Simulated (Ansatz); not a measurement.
Species: HO, charge 1, multiplicity 3. 
Structure (B3LYP-D3(BJ)/def2-TZVP (Ansatz, a quantum-chemistry and plane-wave program) minimum search):
```
O
H 1 1.0408
```
Charge +1, spin multiplicity 3.

Basis-set convergence of Hartree-Fock and MP2 correlation energies (hartree) with Ansatz. Correlated levels leave the core frozen unless marked. UHF or UKS for open shells. Spin-orbit coupling is left out. Non-relativistic.

```csv
basis,functions,E(HF),"E(corr, MP2)"
def2-SVP,19,-74.90993,-0.10671
def2-TZVPP,45,-75.00695,-0.14258
def2-QZVPP,87,-75.01009,-0.15620
```

Extrapolating the two largest sets (X = 3 and 4) as X^-3: E(corr) = (64·(-0.15620) - 27·(-0.14258))/37 = -0.1661 Eh, an estimate of the basis-set limit. The largest set recovers 94.0 % of it, the smallest 64.2 %.
